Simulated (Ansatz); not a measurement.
An input meant for Pd₂O₂ (charge 0, singlet).

```yaml
crystal:
  periodic: [false, false, false]
  atoms:
    - {symbol: Pd, position_ang: [-0.367654, 1.107803, -0.033184]}
    - {symbol: Pd, position_ang: [0.367670, -1.107878, 0.033186]}
    - {symbol: O, position_ang: [-1.482511, -0.490934, 0.036064]}
    - {symbol: O, position_ang: [1.482505, 0.490998, -0.036056]}
basis:
  gaussian: {orbitals: def2-TZVP}
magnetization: {spin_polarized: true, initial_magnetization: 6}
hamiltonian: {xc: {name: PBE0}, dispersion: d4}
scf: {omitted_lower_state_checks: [starts]}
output: {forces: true}
```

```sh
$ ansatz run in.yaml --threads 4 --pin off --events-out ev --progress --plain --max-ram 3916MiB
```

It prints (some lines left out):

```
Functional definition: PBE0
1112 factors; their error is unknown
mean field evaluation 1: about -11036.3346 eV, gradient 4.5e1 eV
mean field evaluation 2: about -10973.0247 eV, gradient 1.3e2 eV
mean field evaluation 4: about -11043.7875 eV, gradient 6.4e0 eV
mean field evaluation 8: about -11043.9382 eV, gradient 4.9e-1 eV
mean field evaluation 16: about -11044.0642 eV, gradient 7.8e-3 eV
mean field -11045.08047156 eV, -405.8992207052 hartree, gradient 1.9e-5 eV, S^2 12.029956; 0 other end points of the search recorded, 0 dependent functions left out
reference -11045.08051028 eV, -405.8992221283 hartree; 29, 23 occupied and 113, 119 virtual orbitals, 1112 factors
Total energy: -11045.19110112 eV, -405.9032862668 hartree
Atom 0 at    -0.367654     1.107803    -0.033184 Å, force    -1.548071     4.664405    -0.139729 eV/Å
Atom 1 at     0.367670    -1.107878     0.033186 Å, force     1.548097    -4.663492     0.139680 eV/Å
Atom 2 at    -1.482511    -0.490934     0.036064 Å, force    -0.768494    -0.254772     0.018710 eV/Å
Atom 3 at     1.482505     0.490998    -0.036056 Å, force     0.768468     0.253859    -0.018662 eV/Å
Dipole moment:    -0.000090     0.000256    -0.000008 e Å
Checks for a lower state left out: starts
```

Q: What is wrong with this run?

A: The spin is set far too high (6 unpaired electrons typed, 0 in the singlet as meant). The calculation finished and met its thresholds. The result belongs to that input, not to the species as meant.
